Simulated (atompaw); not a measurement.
## Varying the PAW (atompaw) potential for strontium

Base potential:

atompaw 4.2.0.5 input, output lines left out:

```
Sr 38
LDA-PW scalarrelativistic loggrid 1500 logderivrange -2 5 176
5 5 4 0 0 0
5 1 0
4 2 0
0 0 0
c
c
c
c
v
c
c
c
v
c
v
2
3.00 2.55 2.20 1.65
y
1.6
n
y
4.55
n
y
1.15
n
custom polynom vanderbiltortho sinc
3 1 vpsmatchnc
3.00
3.00
3.00
3.00
3.00
3.00
```

Cutoffs, loose and tight: the cutoffs (Ry, on a coarse ladder) from which the occupation-weighted sum of valence levels, in a spherical-Bessel basis at the reference potential, stays within 10 and 1 mRy of its value at 400 Ry. They see the waves, projectors and local potential, not the compensation charge or the core. A dash means not determined.

A true bound ghost makes a file unfit for plane-wave use even where its test errors are small: the radial tests pick states by their node count and pass the ghost by.

| change | outcome | cutoff, loose | cutoff, tight | bound ghosts |
| --- | --- | --- | --- | --- |
| base | generated | 6 Ry | 6 Ry | s, p |
| wave 5s (bound): rc 3.00 bohr becomes 5s (bound): rc 2.30 bohr | generated | 8 Ry | 10 Ry | s, p |
| augmentation besselshape compensation charge, radius 2.55 bohr; PAW radius 3.00 bohr; waves and projectors: custom polynom vanderbiltortho | generated | 6 Ry | 6 Ry | s, p |
| local potential vpsmatchnc scheme with l = 3 at 1 Ry, radius 2.64 bohr | generated | 6 Ry | 6 Ry | s, p |
| reference 4d0.5 5s1.5 5p0 | generated | 8 Ry | 10 Ry | s, p |
| augmentation sinc compensation charge, radius 2.84 bohr; PAW radius 3.00 bohr; waves and projectors: custom polynom vanderbiltortho | generated | 6 Ry | 6 Ry | s, p |

Question: What comes out with this change to the base: core [Ar] 3d10 4s2, valence charge 8; reference 4p6 4d0 5s2 5p0; waves now 5s (bound): rc 2.65 bohr; 5s channel at 1.2 Ry: rc 3.00 bohr; 4p (bound): rc 2.30 bohr; 5p (bound): rc 2.30 bohr; 4d (bound): rc 3.00 bohr; 4d channel at 3.7 Ry: rc 3.00 bohr; local potential vpsmatchnc scheme with l = 3 at 1 Ry, radius 2.95 bohr; core correction smooth core density matched at 1.80 bohr; augmentation sinc compensation charge, radius 2.90 bohr; PAW radius 3.00 bohr; waves and projectors: custom polynom vanderbiltortho?

Answer: outcome: generated; cutoff, loose: 15 Ry; cutoff, tight: 25 Ry; bound ghosts: s.
